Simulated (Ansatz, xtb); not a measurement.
# Ranking isomers of C4H5FO3

4 gas-phase structures of C4H5FO3, from a drawn sample of its isomers (lower ones may exist). Each was relaxed with GFN2-xTB:

A. `C[C@@H]1OC(=O)O[C@H]1F`, a singlet
B. `O=C1OCC(F)CO1`, a singlet
C. `C=C(F)OC(=O)OC`, a singlet
D. `CO[C@]1(F)CC(=O)O1`, a singlet

Task: Make a reasoned guess at their ranking by r2SCAN-D4/def2-SVP//GFN2-xTB single-point energy.

Result: Calculated order at r2SCAN-D4/def2-SVP//GFN2-xTB: A (0.0), B (16.2), D (20.0), C (27.0) kcal/mol.

Energies above the lowest of each column, in kcal/mol; the last columns are at r2SCAN-D4/def2-SVP geometries and were run for some of them only (a dash: not run or not comparable):

```
structure  GFN2-xTB  HF/STO-3G  r2SCAN-D4/def2-SVP//GFN2-xTB  r2SCAN-D4/def2-SVP  CCSD(T)/def2-SVP + ΔMP2/def2-TZVPP
        A       0.0        0.0                           0.0                 0.0                                 0.0
        B      13.2       20.6                          16.2                16.1                                16.8
        D      26.2       23.2                          20.0                20.3                                20.2
        C      28.3       47.7                          27.0                   –                                   –
```

Every level run on A puts it lowest or level with the lowest. Some further structures that were screened fall inside this span and aren't listed. Flexible structures stand in one conformer each, not always the lowest. Frequencies (GFN2-xTB) were run for A, B, D alone. ΔMP2 is the change of the MP2 energy from the smaller to the larger basis.

Over these structures GFN2-xTB departs from r2SCAN-D4/def2-SVP//GFN2-xTB by 2.6 kcal/mol on average once a common shift is removed. A GFN2-xTB relaxation took about 0.07 s and the r2SCAN-D4/def2-SVP//GFN2-xTB energy about 1.8 s on a shared host (Ansatz 0.2.0, xtb 6.7.1).
